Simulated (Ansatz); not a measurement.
`[F][In]([F])[SiH3]`. Total charge 0; spin multiplicity 1. In takes the def2 core potential.

Z-matrix (Å, degrees):
```
Si
In 1 2.541
H 1 1.482 2 108.7
H 1 1.483 2 107.5 3 -119.7
H 1 1.482 2 108.5 3 120.7
F 2 1.944 1 127.2 3 25.4
F 2 1.944 1 126.9 3 -155.2
```

**Question.** What are the harmonic wavenumbers in cm⁻¹ at PBE0-D4/def2-TZVP (Ansatz, finite differences of forces, unscaled)? (Estimate.)

**Answer.** Computed: 9i, 68, 108, 154, 295, 472, 487, 588, 594, 838, 932, 935, 2237, 2257, 2263.
